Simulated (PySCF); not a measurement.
Sc⁻ (scandium, charge -1): UHF calculation

Configuration: [Ar] 3d2 4s2, high-spin 3F determinant. Computed with PySCF 2.14 in aug-cc-pVTZ (8s7p5d3f2g, 93 functions), with no relativity, point nucleus.

* Total energy: -759.696773 hartree
* One-electron energy: -1045.7963 hartree
* Hartree (Coulomb) energy: 324.3633 hartree
* Exchange energy: -38.2638 hartree
* Kinetic energy: 759.67032 hartree
* ⟨S²⟩: 2.3289
* ⟨L²⟩: 12.036
* Sum of ⟨r⟩: 28.77 bohr
* Sum of ⟨r²⟩: 127.0 bohr²
* Density at the nucleus (Gaussians lack the cusp): 6130 bohr⁻³
* Spin density at the nucleus: 0.722 bohr⁻³
* Langevin diamagnetic susceptibility: -101 ×10⁻⁶ cm³/mol

```
shell  electrons  mean orbital energy (hartree)  rms radius, mean of both spins (bohr)
 1s β          1                     -165.62285                                 0.0852
 1s α          1                     -165.62274                                 0.0852
 2s α          1                      -18.79008                                  0.373
 2s β          1                      -18.77105                                  0.373
 2p α          3                      -15.38085                                  0.341
 2p β          3                      -15.36309                                  0.341
 3s α          1                       -2.32077                                   1.17
 3s β          1                       -2.23221                                   1.17
 3p α          3                       -1.35443                                   1.29
 3p β          3                       -1.24360                                   1.29
 3d α          2                       -0.08023                                   2.46
 4s α          1                       -0.05576                                   7.11
 4s β          1                        0.00457                                   7.11
```

⟨S²⟩ = 2.33 against 2.00 shows spin contamination. The configuration of this anion was assumed by filling the next shell in order. It is not the known or likely ground configuration (Ca⁻, Sr⁻ and Ba⁻, for instance, bind a p electron), so these values are not the electron affinity of the element. At UHF the highest occupied level has a positive energy, so only the finite basis holds that electron.

Spin-orbit constants ζ (cm⁻¹) from the X2C one-electron operator on these orbitals (non-relativistic here): bare nucleus, nucleus screened by l(l+1)(2l+1)/3 electrons, and screened by the Breit-Pauli mean field of the electrons.

| shell | bare | screened nucleus | mean field |
| --- | --- | --- | --- |
| 2p | 26210 | 23720 | 22560 |
| 3p | 2613 | 2364 | 2228 |
| 3d | 129.3 | 67.73 | 54.92 |

To first order the Landé constant is A = 27.46 cm⁻¹, so the lowest level has J = 2 and lies 0.0136 eV below the centre of the term. This holds in LS coupling only.
